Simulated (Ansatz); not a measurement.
Born–Oppenheimer molecular dynamics of C3H10OSi (15 atoms, charge 0, multiplicity 1). It starts from a relaxed structure.

Theory: Ansatz 0.2.0, RKS B3LYP-D4/6-31G.

```yaml
ensemble: NVT, Langevin thermostat
time_step: 0.5 fs
steps_asked: 245
set_temperature: 2000 K
friction: 0.001 /fs
seed: 973543
```

First frame:

```xyz
15
Properties=species:S:1:pos:R:3
Si -0.015 -0.046 -0.047
O 0.102 -0.221 1.683
H -0.676 -0.294 2.259
C 1.790 0.048 -0.613
H 2.327 -0.861 -0.321
H 1.857 0.157 -1.701
H 2.291 0.902 -0.146
C -0.965 1.547 -0.495
H -2.004 1.508 -0.149
H -0.485 2.422 -0.044
H -0.978 1.685 -1.583
C -0.903 -1.552 -0.812
H -1.939 -1.629 -0.464
H -0.920 -1.466 -1.905
H -0.384 -2.480 -0.550
```

(1) How far do the bonds stretch over the last three quarters of this one trajectory? (Pairs bonded in most of those frames.)

Results:

(1) 
| bond | mean (Å) | spread (Å) | shortest | longest |
| --- | --- | --- | --- | --- |
| Si1–O2 | 1.779 | 0.073 | 1.66 | 1.89 |
| Si1–C4 | 1.981 | 0.124 | 1.78 | 2.19 |
| Si1–C8 | 1.980 | 0.149 | 1.74 | 2.21 |
| Si1–C12 | 1.924 | 0.059 | 1.83 | 2.02 |
| O2–H3 | 0.978 | 0.029 | 0.92 | 1.03 |
| C4–H5 | 1.102 | 0.039 | 1.04 | 1.17 |
| C4–H6 | 1.101 | 0.033 | 1.05 | 1.16 |
| C4–H7 | 1.116 | 0.071 | 0.99 | 1.24 |
| C8–H9 | 1.103 | 0.033 | 1.04 | 1.16 |
| C8–H10 | 1.111 | 0.068 | 0.99 | 1.24 |
| C8–H11 | 1.118 | 0.084 | 0.98 | 1.27 |
| C12–H13 | 1.114 | 0.075 | 1.00 | 1.24 |
| C12–H14 | 1.104 | 0.033 | 1.04 | 1.17 |
| C12–H15 | 1.100 | 0.021 | 1.05 | 1.15 |

Mean temperature of the second half: 1077 K. The mean temperature of the second half is 46 % below the set value. A run of 0.12 ps of so small a system gives no equilibrium averages. Limits of this set-up: no polarisation functions.

Run time: 21 min on 1 thread of Arm Neoverse V1 (shared host), peak memory 0.16 GiB.
